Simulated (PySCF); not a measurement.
C6H4Cl, SMILES c1c(Cl)c[c]cc1, multiplicity 2. Atoms are numbered in the order given.

```xyz
11

Cl    -0.0648     2.2231     0.0000
C      0.0244     0.4776     0.0000
C      1.2836    -0.1470     0.0000
C      1.2657    -1.5244     0.0000
C      0.1476    -2.3312     0.0000
C     -1.0926    -1.6697     0.0000
C     -1.1567    -0.2733     0.0000
H      2.2001     0.4464     0.0000
H      0.2061    -3.4223     0.0000
H     -2.0186    -2.2512     0.0000
H     -2.1181     0.2413     0.0000
```
Charge 0, spin multiplicity 2.

Geometry optimised at B3LYP-D3(BJ)/def2-SVP. The isomer is the one that the SMILES or the coordinates give; other isomers of the formula were not compared.

Calculation: PySCF with PBE0/def2-TZVP.

Computed frontier levels, dipole moment and polarisability:
| Item | Result |
|---|---|
| α spin, highest occupied and lowest empty level | -7.31 and -0.82 eV |
| β spin, highest occupied and lowest empty level | -7.29 and -2.37 eV |
| dipole moment | 1.45 D |
| quadrupole, principal values (traceless, Buckingham form, about the centre of nuclear charge) | -6.22, -0.74, 6.97 D·Å |
| mean static polarisability | 77.4 bohr³ (11.47 Å³) |
| polarisability, principal values | 44.3, 80.2, 107.7 bohr³ |
| ⟨S²⟩ | 0.761 (pure state 0.75) |
